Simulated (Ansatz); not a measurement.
Ansatz (a first-principles code) job for C₂Hf, SMILES [C]1[C][Hf]1 (connectivity only; charge and spin as stated), neutral, multiplicity 1, PBE/def2-TZVPD. The structure is a stationary point at PBE0-D3(BJ)/def2-TZVP. The geometry has at least one imaginary mode, so it is a saddle point at that level. The spin state was assumed, not searched. The def2 effective core potentials stand for the cores of Hf; spin–orbit coupling is left out.

Ansatz 0.2 input:
```yaml
crystal:
  periodic: [false, false, false]
  atoms:
    - {symbol: Hf, position_ang: [0.00000000, -0.00000000, 0.28604343]}
    - {symbol: C, position_ang: [0.00000000, 0.63074680, -1.71626060]}
    - {symbol: C, position_ang: [0.00000000, -0.63074680, -1.71626061]}
basis:
  gaussian:
    orbitals: def2-TZVPD
hamiltonian:
  xc: {name: PBE}
```

Program output:

```
WARN ansatz: RAYON_NUM_THREADS=1 ignored (pool sized by the plan → 1); use --threads N
Functional definition: PBE
integrals: 0.03 GiB planned
715 factors; their error is unknown
mean field: 0.31 GiB planned
mean field evaluation 1: about -3331.0000 eV, gradient 1.1e2 eV
mean field evaluation 2: about -2827.2648 eV, gradient 2.8e2 eV
mean field evaluation 4: about -3363.4635 eV, gradient 4.9e1 eV
mean field evaluation 8: about -3373.0748 eV, gradient 4.0e0 eV
mean field evaluation 16: about -3373.1304 eV, gradient 5.4e-4 eV
mean field evaluation 32: about -3370.2684 eV, gradient 2.0e1 eV
mean field evaluation 64: about -3371.1946 eV, gradient 1.7e0 eV
mean field -3373.13035264 eV, -123.9602540696 hartree, gradient 9.3e-6 eV, S^2 0.000000; 7 other end points of the search recorded, 0 dependent functions left out
reference -3373.13038750 eV, -123.9602553507 hartree; 12, 12 occupied and 105, 105 virtual orbitals, 715 factors
Total energy: -3373.13038750 eV, -123.9602553507 hartree
```

The run converged.
